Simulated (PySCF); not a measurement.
ScF₂, SMILES [F][Sc][F] (connectivity only; charge and spin as stated), neutral, multiplicity 2.

Geometry: PBE0-D3(BJ)/def2-TZVP. The multiplicity is an assumed one; other spin states were not compared. The isomer is the one that the SMILES or the coordinates give; other isomers of the formula were not compared.

Calculation: PBE0-D3(BJ)/def2-TZVP (PySCF).

Frequencies are harmonic and unscaled.

Computed vibrational spectrum:
```
mode  ν (cm⁻¹)  IR (km/mol)  moving atoms (share of kinetic energy)
----  --------  -----------  --------------------------------------
1          146         10.1                         F 75 %, Sc 25 %
2          664        177.1                         F 80 %, Sc 20 %
3          718        219.1                         F 61 %, Sc 39 %
```
